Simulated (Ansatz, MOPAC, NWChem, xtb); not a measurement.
## How methods differ on InNH3 (SMILES [NH2][InH])

The runs start from one conformer, not always the lowest.

InNH3, doublet, SMILES `[NH2][InH]`. Each level relaxes the structure for itself.

Quantity: the highest harmonic wavenumber at each level's own minimum, in cm⁻¹. The values are calculated.

```json
{"level": "AM1", "kind": "semi-empirical", "program": "MOPAC", "value (cm⁻¹)": "3587"}
{"level": "PM3", "kind": "semi-empirical", "program": "MOPAC", "value (cm⁻¹)": "3586"}
{"level": "GFN2-xTB", "kind": "semi-empirical", "program": "xtb", "value (cm⁻¹)": "3351"}
{"level": "GFN1-xTB", "kind": "semi-empirical", "program": "xtb", "value (cm⁻¹)": "3441"}
{"level": "UHF/STO-3G", "kind": "Hartree–Fock", "program": "Ansatz", "value (cm⁻¹)": "4136"}
{"level": "UHF/3-21G", "kind": "Hartree–Fock", "program": "Ansatz", "value (cm⁻¹)": "3778"}
{"level": "UBP86-D3(BJ)/def2-SVP (core potential)", "kind": "GGA", "program": "NWChem", "value (cm⁻¹)": "3504"}
{"level": "UPBE/def2-SVP (core potential)", "kind": "GGA", "program": "Ansatz", "value (cm⁻¹)": "3525"}
{"level": "UPBE0-D3(BJ)/def2-SVP (core potential)", "kind": "global hybrid", "program": "NWChem", "value (cm⁻¹)": "3692"}
{"level": "UPBE0-D4/def2-TZVP (core potential)", "kind": "global hybrid", "program": "Ansatz", "value (cm⁻¹)": "3673"}
```

All-electron rows without a relativistic Hamiltonian named are non-relativistic, while core potentials hold scalar relativity, so basis and relativity change together. Harmonic and unscaled. The values span 3351 to 4136 cm⁻¹.
